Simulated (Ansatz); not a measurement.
C2H6FSc, SMILES `[CH3][Sc]([CH3])[F]`. Charge 0, multiplicity 1.

Z-matrix (Å, degrees):
```
C
Sc 1 2.183
H 1 1.098 2 112.4
H 1 1.098 2 111.4 3 -120.1
H 1 1.098 2 112.7 3 119.6
C 2 2.183 1 117.9 3 119.2
F 2 1.845 1 121.0 3 -57.8
H 6 1.099 2 111.8 1 -108.6
H 6 1.098 2 113.3 1 131.8
H 6 1.098 2 111.4 1 10.8
```

List the harmonic frequencies (cm⁻¹, unscaled) at PBE0-D4/def2-TZVP in Ansatz. (An estimate is asked.)

The calculation gave: 14i, 6i, 21, 126, 141, 366, 394, 400, 468, 506, 544, 698, 1157, 1162, 1418, 1420, 1421, 1423, 2998, 2999, 3074, 3075, 3082, 3085.
